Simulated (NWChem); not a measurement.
# NH₃Se₂; SMILES N[Se][SeH]

```xyz
6

Se    -0.3948    -0.9414     0.0145
N      1.2349    -1.8000     0.0158
H      1.7938    -1.5936     0.8527
H      1.7881    -1.6087    -0.8284
Se    -0.0106     1.4100     0.0425
H      0.0659     1.6000    -1.4356
```
Atoms are numbered in this order, from 1.

Program: NWChem. Pople sets run with spherical d functions. All runs use the structure optimised with PBE-D3(BJ)/def2-SVP. Vzz is the largest principal value of the second derivative of the potential at the nucleus (NWChem prints the opposite sign); η is the asymmetry. Non-relativistic.

For level PBE/def2-SVP:

- Vzz N2 (a.u.): -0.883

### Question
Estimate the same quantities for level CAM-B3LYP/6-31G*.

### Answer
| Item | Value |
|---|---|
| Vzz N2 (a.u.) | -0.931 |
